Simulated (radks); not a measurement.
Values are calculated unless marked as measured or tabulated.
Neutral hydrogen inside a hard spherical wall (all orbitals vanish at R), configuration held at 1s1 and not refilled when levels cross. Code: a radial shooting solver on a logarithmic mesh with Libxc functionals. Model: non-relativistic Kohn-Sham, LDA (Slater exchange, VWN5 correlation), spin-unpolarised, spherical densities, point nucleus; without spin polarisation the odd electron is poorly described. Eigenvalues in eV, with the zero of energy where the potential of the charges vanishes at infinity; a dash marks a level that is unbound or too diffuse for the functional's potential to be trusted. A positive occupied level is held by the wall or, in an anion where self-interaction has pushed it up, behind a barrier. The pressure on the wall is -dE/dV.

R (bohr)  E (hartree)  kinetic (hartree)   e(1s)  e(2s, empty)  e(2p, empty)  pressure (GPa)
free         -0.44567              0.425  -6.353             -             -               0
20           -0.44567              0.425  -6.353         0.166         0.413        < 0.0001
12           -0.44567              0.425  -6.353         0.704         0.903        < 0.0001
10           -0.44566              0.425  -6.351         1.226         1.273        0.000309
7            -0.44513              0.429  -6.289         3.694         2.778          0.0339
5            -0.43840              0.464  -5.795        10.054         6.287           0.878
3.5          -0.39465              0.607  -3.617        26.617        15.053            12.9
2.5          -0.24316              0.953   2.281        61.514        33.249             111
